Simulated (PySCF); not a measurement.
An unknown is described by computed data only.

Formula: CH11PSi3.

* Triplet: lowest triplet excitation (Tamm–Dancoff): 5.37 eV [TDA B3LYP/def2-SVPD]
* Polarisability: 125.1 au [B3LYP/def2-SVPD]
* UV, first state: lowest singlet excitation: 5.80 eV (214 nm, f = 0.006) [TDDFT B3LYP/def2-SVPD]
* 13C NMR: chemical shifts (computed TMS as zero) by class: -5.9 (1 C) ppm [GIAO PBE0/pcSseg-1]
* Rotational structure: rotational constants A, B, C: 1.674, 1.275, 0.876 GHz [GFN2-xTB]
* UV, strongest line: among the 8 lowest singlet transitions: S8 at 7.02 eV (177 nm, f = 0.079) [TDDFT B3LYP/def2-SVPD]
* Dipole: 1.16 D [B3LYP/def2-SVPD]

The electronic properties come from PySCF, for the isolated species, density fitting. Levels stand in brackets. The structure is a single GFN2-xTB conformer in the gas phase; no vibrational or solvent corrections. Each NMR value is the plain mean over a class of atoms that symmetry, rotation or inversion makes alike.

Question: Propose a structure and show how it fits.

Answer: Numbering: `[SiH3:1][CH2:2][Si@@H:3]([SiH3:4])[PH2:5]`. The one carbon: sp3 carbon bound to silicon [C2] (-5.9 ppm). S1 is mainly HOMO→LUMO (weight 0.88); the largest Löwdin shares of the orbital it empties are 0.62 on the three-coordinate phosphorus, 0.12 on the SiH silicon, 0.07 on a P–H hydrogen and 0.07 on the sp3 carbon bound to silicon, of the orbital it fills 0.23 on the SiH silicon, 0.18 on an SiH3 silicon, 0.11 on the three-coordinate phosphorus and 0.08 on the sp3 carbon bound to silicon. The optimised geometry has point group C1 and is an asymmetric top. Structure: `[Si@H]([SiH3])(P)C[SiH3]`. Computed isomers that give other values at the same levels: `[SiH3][SiH2]C[SiH2]P` (13C chemical shifts (computed TMS as zero) by class: -11.6 (1 C) ppm); `[SiH3]C[SiH2]P[SiH3]` (13C chemical shifts (computed TMS as zero) by class: -13.4 (1 C) ppm); `C[SiH2]P([SiH3])[SiH3]` (lowest singlet excitation: 5.53 eV (224 nm, f = 0.011)). The assignments are read from this structure; whether some other isomer fits the data as well wasn't checked. The mirror image fits equally.

The values belong to the conformer `[SiH3:1][CH2:2][Si@@H:3]([SiH3:4])[PH2:5]`: Si1–C2–Si3–Si4 -66°, H–P5–Si3–C2 22°, H–P5–Si3–C2 -70°.
